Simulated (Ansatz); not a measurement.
Results of the Gaussian-basis code of Ansatz.

A structure relaxed at PBE0-D4/def2-TZVP, charge 0, multiplicity 2:

```json
{"atom": "C1", "x (Å)": "-0.9358", "y (Å)": "1.1418", "z (Å)": "0.0990"}
{"atom": "O2", "x (Å)": "0.0915", "y (Å)": "0.3356", "z (Å)": "-0.4423"}
{"atom": "Si3", "x (Å)": "1.0785", "y (Å)": "-0.6682", "z (Å)": "0.3864"}
{"atom": "O4", "x (Å)": "1.8617", "y (Å)": "-1.5671", "z (Å)": "-0.7268"}
{"atom": "Cl5", "x (Å)": "-0.0500", "y (Å)": "-1.8742", "z (Å)": "1.6365"}
{"atom": "H6", "x (Å)": "-1.6122", "y (Å)": "0.5518", "z (Å)": "0.7236"}
{"atom": "H7", "x (Å)": "-1.4989", "y (Å)": "1.5661", "z (Å)": "-0.7327"}
{"atom": "H8", "x (Å)": "-0.5203", "y (Å)": "1.9586", "z (Å)": "0.6956"}
{"atom": "H9", "x (Å)": "1.5854", "y (Å)": "-1.4444", "z (Å)": "-1.6393"}
```

Give its formula and SMILES.

CH4ClO2Si, `CO[Si](O)Cl`.

Summarise the bond lengths by kind.

1 × C–O 1.414 Å; 3 × C–H 1.090 to 1.094 Å; 2 × O–Si 1.631 to 1.634 Å; 1 × Cl–Si 2.071 Å; 1 × H–O 0.961 Å.
